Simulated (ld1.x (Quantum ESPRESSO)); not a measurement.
# Plane-wave convergence, PAW potential for Co (Z = 27)

- Element: Co (Z = 27)
- Generator: ld1.x (Quantum ESPRESSO) 7.5
- Type: PAW
- Functional: PBE
- Relativity: scalar-relativistic
- Frozen core: [Ne]
- Valence charge: 17
- Reference configuration: 3s2 3p6 3d7 4s2 4p0
- Partial waves: 3s (bound): rcut 1.05, rcutus 1.20 bohr; 4s (bound): rcut 1.05, rcutus 1.20 bohr; 3p (bound): rcut 1.40, rcutus 1.80 bohr; 4p (bound, empty): rcut 1.40, rcutus 1.80 bohr; 3d (bound): rcut 1.25, rcutus 1.35 bohr; 3d channel at -0.1 Ry: rcut 1.25, rcutus 1.35 bohr
- Local potential: all-electron potential smoothed inside 0.95 bohr (lloc = -1)
- Core correction: Bessel-smoothed model core inside 1.20 bohr
- Augmentation charge: PSQ, inside the norm-conserving radii

The pseudo-atom Hamiltonian at the reference potential is diagonalised in spherical Bessel functions j_l(qr) that vanish at 20 bohr, with q² up to the cutoff. All-electron valence levels (Ry): 3s -7.5266, 4s -0.4020, 3p -4.8242, 4p -0.0938, 3d -0.6030.

How do the lowest levels (Ry) of each channel move with the cutoff, and are there ghosts?

```
cutoff (Ry)     s #1     s #2    s #3     p #1     p #2    p #3     d #1    d #2    f #1    f #2  Σ f·Δε (mRy)
          8  -6.3491  -0.2789  0.0158  -1.6836  -0.0476  0.0599   0.0596  0.1391  0.1121  0.2371       26082.9
         12  -7.0256  -0.3316  0.0103  -4.0763  -0.0882  0.0495   0.0590  0.1364  0.1121  0.2371       10264.6
         18  -7.3860  -0.3684  0.0068  -4.7780  -0.0937  0.0483   0.0569  0.1255  0.1121  0.2371        5244.8
         25  -7.4841  -0.3830  0.0055  -4.8231  -0.0938  0.0483  -0.0066  0.0703  0.1121  0.2371        4304.1
         35  -7.5222  -0.3939  0.0045  -4.8237  -0.0938  0.0483  -0.4467  0.0624  0.1121  0.2371        1122.3
         40  -7.5255  -0.3971  0.0042  -4.8239  -0.0938  0.0483  -0.5507  0.0620  0.1121  0.2371         380.1
         50  -7.5261  -0.4004  0.0039  -4.8241  -0.0938  0.0483  -0.5985  0.0619  0.1121  0.2371          36.1
         60  -7.5262  -0.4016  0.0038  -4.8242  -0.0938  0.0483  -0.6021  0.0619  0.1121  0.2371           8.6
         80  -7.5265  -0.4020  0.0037  -4.8242  -0.0938  0.0483  -0.6024  0.0619  0.1121  0.2371           4.5
        100  -7.5266  -0.4020  0.0037  -4.8242  -0.0938  0.0483  -0.6029  0.0619  0.1121  0.2371           0.9
        120  -7.5266  -0.4020  0.0037  -4.8242  -0.0938  0.0483  -0.6029  0.0619  0.1121  0.2371           0.7
        400  -7.5266  -0.4020  0.0037  -4.8242  -0.0938  0.0483  -0.6030  0.0619  0.1121  0.2371           0.0
```

Result: no extra level below or beside the all-electron valence levels (s, p, d, f tested); 10 mRy is reached at 60 Ry and 1 mRy at 100 Ry.
